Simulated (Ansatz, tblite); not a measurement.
Cost and result up the ladder for YBr3 (4 atoms). Total charge 0; singlet. Geometry: r2SCAN-D4/def2-SVP.

```csv
atom,x (Å),y (Å),z (Å)
Y1,0.000,-0.001,0.000
Br2,2.416,-0.002,0.940
Br3,-1.864,-1.331,1.214
Br4,-0.552,1.334,-2.153
```

Ansatz on 4 threads of Arm Neoverse V2 on a shared host; xTB runs through tblite on one thread. Times are rough, summed over both states, and most runs start from the orbitals of an earlier one. PBE0-D4/def2-TZVP serves as the yardstick here, not as an exact answer. The other state is a triplet.

In the def2 sets Y takes a core potential; there is no spin–orbit coupling. The xTB rows come from tblite. HOMO above LUMO, or a gap near zero within one spin, warns that the state may not be the lowest or that an electron is smeared out.

xTB has no spin-polarisation term.

```tsv
level	functions	vertical triplet (eV)	difference from PBE0-D4/def2-TZVP (eV)	remarks
PBE-D4/def2-TZVP	184	3.77	-0.48	gap within one spin near zero (triplet)
GFN2-xTB	36	1.29	-2.96	–
PBE0-D4/def2-TZVP	184	4.25	0.00	–
r2SCAN-D4/def2-TZVP (with forces)	184	3.96	-0.29	–
GFN1-xTB	36	3.30	-0.95	–
```

(1) Estimate how long each takes.

Results:

(1) GFN1-xTB 0.008 s; GFN2-xTB 0.01 s; PBE-D4/def2-TZVP 6.6 s; PBE0-D4/def2-TZVP 15 s; r2SCAN-D4/def2-TZVP (with forces) 31 s. On shared hardware such times vary by a factor of up to 3.
